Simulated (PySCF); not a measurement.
Si(Cl)(Br)(vinyl)(NH2) (C2H5BrClNSi), SMILES [Si](C=C)(N)(Cl)Br. Atoms are numbered in the order given.

```xyz
11

C     -2.5474    -0.5680    -1.5674
C     -1.7772     0.3421    -0.9556
Si    -0.0019     0.0067    -0.5526
N      0.5709    -1.3715    -1.3976
Cl     1.0585     1.7586    -0.9657
Br     0.2849    -0.4338     1.6239
H     -2.1548    -1.5529    -1.8419
H     -3.5964    -0.3698    -1.8141
H     -2.1991     1.3183    -0.6883
H      1.3418    -1.9037    -1.0050
H      0.6206    -1.3425    -2.4129
```
Charge 0, spin multiplicity 1.

The structure is a stationary point at B3LYP-D3(BJ)/def2-SVP. The values are those of a single conformer.

Calculation: B3LYP-D3(BJ)/def2-SVP (PySCF).

Frequencies are harmonic and unscaled.

Computed harmonic wavenumbers and intensities:
```json
[
 {"mode": "1", "ν (cm⁻¹)": "75", "IR (km/mol)": "0.5", "moving atoms (share of kinetic energy)": "C 49 %, H 24 %, Br 11 %, Cl 10 %"},
 {"mode": "2", "ν (cm⁻¹)": "119", "IR (km/mol)": "5.9", "moving atoms (share of kinetic energy)": "Cl 31 %, H 20 %, C 17 %, Br 15 %, N 12 %"},
 {"mode": "3", "ν (cm⁻¹)": "152", "IR (km/mol)": "1.0", "moving atoms (share of kinetic energy)": "H 30 %, C 26 %, Cl 17 %, N 16 %, Br 10 %"},
 {"mode": "4", "ν (cm⁻¹)": "169", "IR (km/mol)": "2.5", "moving atoms (share of kinetic energy)": "C 22 %, Si 20 %, N 19 %, H 17 %, Cl 15 %"},
 {"mode": "5", "ν (cm⁻¹)": "205", "IR (km/mol)": "1.2", "moving atoms (share of kinetic energy)": "H 49 %, N 16 %, Br 16 %"},
 {"mode": "6", "ν (cm⁻¹)": "242", "IR (km/mol)": "5.9", "moving atoms (share of kinetic energy)": "N 27 %, H 25 %, C 20 %, Cl 12 %, Si 10 %"},
 {"mode": "7", "ν (cm⁻¹)": "270", "IR (km/mol)": "13.3", "moving atoms (share of kinetic energy)": "H 52 %, N 21 %, C 13 %"},
 {"mode": "8", "ν (cm⁻¹)": "332", "IR (km/mol)": "5.8", "moving atoms (share of kinetic energy)": "C 27 %, Cl 25 %, H 19 %, Br 15 %, Si 10 %"},
 {"mode": "9", "ν (cm⁻¹)": "436", "IR (km/mol)": "108.0", "moving atoms (share of kinetic energy)": "H 52 %, N 19 %, Si 15 %"},
 {"mode": "10", "ν (cm⁻¹)": "439", "IR (km/mol)": "65.4", "moving atoms (share of kinetic energy)": "H 37 %, Si 30 %, N 13 %, C 12 %"},
 {"mode": "11", "ν (cm⁻¹)": "523", "IR (km/mol)": "73.1", "moving atoms (share of kinetic energy)": "H 32 %, Si 23 %, C 20 %, Cl 20 %"},
 {"mode": "12", "ν (cm⁻¹)": "582", "IR (km/mol)": "187.7", "moving atoms (share of kinetic energy)": "Si 36 %, H 34 %, C 20 %"},
 {"mode": "13", "ν (cm⁻¹)": "704", "IR (km/mol)": "80.0", "moving atoms (share of kinetic energy)": "C 41 %, Si 31 %, H 20 %"},
 {"mode": "14", "ν (cm⁻¹)": "841", "IR (km/mol)": "102.2", "moving atoms (share of kinetic energy)": "H 72 %, N 16 %, Si 11 %"},
 {"mode": "15", "ν (cm⁻¹)": "891", "IR (km/mol)": "93.4", "moving atoms (share of kinetic energy)": "N 42 %, Si 40 %, H 16 %"},
 {"mode": "16", "ν (cm⁻¹)": "1004", "IR (km/mol)": "21.0", "moving atoms (share of kinetic energy)": "H 72 %, C 28 %"},
 {"mode": "17", "ν (cm⁻¹)": "1010", "IR (km/mol)": "9.5", "moving atoms (share of kinetic energy)": "H 82 %, C 15 %"},
 {"mode": "18", "ν (cm⁻¹)": "1036", "IR (km/mol)": "13.2", "moving atoms (share of kinetic energy)": "H 93 %"},
 {"mode": "19", "ν (cm⁻¹)": "1273", "IR (km/mol)": "0.2", "moving atoms (share of kinetic energy)": "H 72 %, C 28 %"},
 {"mode": "20", "ν (cm⁻¹)": "1414", "IR (km/mol)": "20.4", "moving atoms (share of kinetic energy)": "H 83 %, C 16 %"},
 {"mode": "21", "ν (cm⁻¹)": "1533", "IR (km/mol)": "63.7", "moving atoms (share of kinetic energy)": "H 89 %, N 10 %"},
 {"mode": "22", "ν (cm⁻¹)": "1664", "IR (km/mol)": "12.4", "moving atoms (share of kinetic energy)": "C 85 %, H 15 %"},
 {"mode": "23", "ν (cm⁻¹)": "3120", "IR (km/mol)": "10.6", "moving atoms (share of kinetic energy)": "H 95 %"},
 {"mode": "24", "ν (cm⁻¹)": "3152", "IR (km/mol)": "1.2", "moving atoms (share of kinetic energy)": "H 92 %, C 8 %"},
 {"mode": "25", "ν (cm⁻¹)": "3216", "IR (km/mol)": "4.3", "moving atoms (share of kinetic energy)": "H 89 %, C 11 %"},
 {"mode": "26", "ν (cm⁻¹)": "3559", "IR (km/mol)": "41.2", "moving atoms (share of kinetic energy)": "H 96 %"},
 {"mode": "27", "ν (cm⁻¹)": "3656", "IR (km/mol)": "38.2", "moving atoms (share of kinetic energy)": "H 91 %, N 9 %"}
]
```
